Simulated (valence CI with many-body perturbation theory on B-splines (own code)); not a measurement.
Hyperfine factors and g values of Sc16+

Computed by relativistic CI+MBPT: three valence electrons over a frozen Dirac-Fock core [He], radial functions for each j: 11 s, 11 p, 10 d, 8 f, 5 g, 2 h, with the one-electron correlation potential Σ1, the two-electron term Σ2, the three-electron term Σ3, Breit, model QED; selected CI, second order for the rest, scaled by the run's own slope (own B-spline code, finite nucleus).

No measured levels were compared; by estimate levels of excited configurations hold to 0.05 to 0.15 % of their energy, terms of the ground configuration to about 0.5 %.

A/g_I is the dipole constant over the nuclear g factor μ/I (μ in nuclear magnetons, uniformly magnetised nucleus), B/Q the quadrupole constant per barn. Both hold the static response of the core; the bare values leave it out. Large factors of s and p1/2 electrons are usually good to 5 to 10 %; those of open d and f shells near neutrality can be off by tens of per cent, and small factors of p3/2, d and f electrons come from cancelling terms and can be off by a factor of two or in sign, in half-filled shells by more. B is blank for J = 1/2, where it vanishes, and for nearly pure S terms. Energies count from the lowest level.

Names give the largest LS component (configuration and term), which can be under half, so a name can repeat, a term be missing and a line seem to break the LS rules; names also repeat where a configuration has a term twice. Letters in brackets count levels of one name in rising energy.

| Level | E (Ry) | g | A/g_I (MHz) | A/g_I bare | B/Q (MHz/b) | B/Q bare |
| --- | --- | --- | --- | --- | --- | --- |
| 2s²2p ²P°_1/2 | 0.000 | 0.663 | 76100 | 74700 |  |  |
| 2s²2p ²P°_3/2 | 0.416 | 1.332 | 14500 | 15500 | 26300 | 26400 |
| 2s2p² ⁴P_1/2 | 2.625 | 2.659 | 132000 | 131000 |  |  |
| 2s2p² ⁴P_3/2 | 2.794 | 1.731 | 59800 | 59800 | 21400 | 21500 |
| 2s2p² ⁴P_5/2 | 3.000 | 1.593 | 62900 | 62800 | -26100 | -26300 |
| 2s2p² ²D_3/2 | 4.710 | 0.806 | -13700 | -12100 | 36700 | 36900 |
| 2s2p² ²D_5/2 | 4.746 | 1.203 | 70200 | 68600 | 52600 | 52900 |
| 2s2p² ²S_1/2 | 5.767 | 1.472 | 144000 | 139000 |  |  |
| 2s2p² ²P_1/2 | 6.221 | 1.200 | 133000 | 128000 |  |  |
| 2s2p² ²P_3/2 | 6.336 | 1.325 | -12600 | -9800 | -26500 | -26600 |
| 2p³ ⁴S°_3/2 | 8.174 | 1.986 | -4790 | 329 |  |  |
| 2p³ ²D°_3/2 | 9.188 | 0.837 | 16600 | 15900 | 16600 | 16700 |
| 2p³ ²D°_5/2 | 9.253 | 1.198 | 25300 | 26300 | -299 | -301 |
| 2p³ ²P°_1/2 | 10.293 | 0.663 | 76500 | 74300 |  |  |
| 2p³ ²P°_3/2 | 10.416 | 1.306 | 13000 | 14600 | -16300 | -16400 |
| 2s²3s ²S_1/2 | 45.029 | 2.001 | 69500 | 67700 |  |  |
| 2s²3p ²P°_1/2 | 46.282 | 0.665 | 18800 | 18400 |  |  |
| 2s²3p ²P°_3/2 | 46.398 | 1.333 | 7850 | 8040 | 8070 | 8110 |
| 2s²3d ²D_3/2 | 47.558 | 0.799 | 2570 | 2560 | 1370 | 1400 |
| 2s2p3s ⁴P°_1/2 | 47.570 | 2.647 | 152000 | 149000 |  |  |
| 2s²3d ²D_5/2 | 47.591 | 1.200 | 948 | 952 | 1910 | 1960 |
| 2s2p3s ⁴P°_3/2 | 47.692 | 1.721 | 100000 | 98100 | -20900 | -21000 |
| 2s2p3s ⁴P°_5/2 | 47.963 | 1.599 | 72500 | 71300 | 27400 | 27600 |
| 2s2p3s ²P°_1/2 [a] | 48.219 | 0.679 | 35600 | 35500 |  |  |
| 2s2p3s ²P°_3/2 [a] | 48.509 | 1.340 | 70500 | 69600 | 25800 | 25900 |
| 2s2p3p ⁴D_1/2 | 48.682 | 0.183 | -20100 | -19300 |  |  |
| 2s2p3p ⁴D_3/2 | 48.789 | 1.233 | 66700 | 65600 | -9590 | -9640 |
| 2s2p3p ²P_1/2 [a] | 48.949 | 0.533 | -64600 | -63200 |  |  |
| 2s2p3p ²P_3/2 [a] | 48.964 | 1.411 | 41400 | 40800 | -6980 | -7020 |
| 2s2p3p ⁴D_5/2 | 48.977 | 1.375 | 48000 | 47400 | 5320 | 5350 |
| 2s2p3p ⁴D_7/2 | 49.220 | 1.428 | 43800 | 43400 | 35100 | 35300 |
| 2s2p3p ⁴S_3/2 | 49.239 | 1.764 | 73600 | 72600 | -5250 | -5280 |
| 2s2p3p ⁴P_1/2 | 49.269 | 2.629 | 151000 | 149000 |  |  |
| 2s2p3p ⁴P_3/2 | 49.445 | 1.539 | 64500 | 63700 | 19700 | 19800 |
| 2s2p3p ²D_3/2 [a] | 49.501 | 1.110 | 28100 | 27700 | 22600 | 22700 |
| 2s2p3p ⁴P_5/2 | 49.521 | 1.544 | 60200 | 59500 | -4030 | -4040 |
| 2s2p3p ²D_5/2 [a] | 49.745 | 1.247 | 39100 | 38900 | 29000 | 29200 |
| 2s2p3d ⁴F°_3/2 | 49.804 | 0.432 | -26100 | -25300 | 7870 | 7940 |
| 2s2p3d ⁴F°_5/2 | 49.879 | 1.050 | 19800 | 19500 | 2710 | 2750 |
| 2s2p3d ⁴F°_7/2 | 49.996 | 1.253 | 31900 | 31400 | 3270 | 3330 |

(1) Take the isotope of mass number 45, with I = 7/2, μ = 4.754 μN, leaving out the quadrupole term. What is the hyperfine structure of 2s2p² ²S_1/2?

Results:

(1) From the table A = 196000 MHz. Shifts from the centre of gravity in MHz: F = 3: -441000, F = 4: 343000.
